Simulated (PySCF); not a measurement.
CH5AlFNO, SMILES [O]([Al]([F])[NH2])C. Atoms are numbered in the order given.

```xyz
10

Al    -0.0423    -0.5011     0.0000
F     -1.6873    -0.7553     0.0000
O      0.5826     1.0639     0.0000
C      0.1494     2.3903     0.0000
H      0.5301     2.9235     0.8903
H     -0.9535     2.4827     0.0000
H      0.5301     2.9235    -0.8903
N      1.0394    -1.8843     0.0000
H      0.7438    -2.8542     0.0000
H      2.0518    -1.8258     0.0000
```
Charge 0, spin multiplicity 1.

Geometry: r2SCAN-D4/def2-SVP. The structure was generated by enumeration; whether it is a known compound was not checked. The values are those of a single conformer.

Calculation: PBE/def2-TZVP (PySCF).

ESP charges are fitted to the potential on shells at 1.4 to 2.0 van der Waals radii. Atomic charges (e):

| atom | Löwdin | ESP fit |
|---|---|---|
| Al1 | -0.14 | 1.27 |
| F2 | -0.01 | -0.45 |
| O3 | 0.11 | -0.46 |
| C4 | -0.37 | -0.23 |
| H5 | 0.11 | 0.12 |
| H6 | 0.11 | 0.09 |
| H7 | 0.11 | 0.12 |
| N8 | -0.24 | -1.38 |
| H9 | 0.17 | 0.47 |
| H10 | 0.17 | 0.45 |
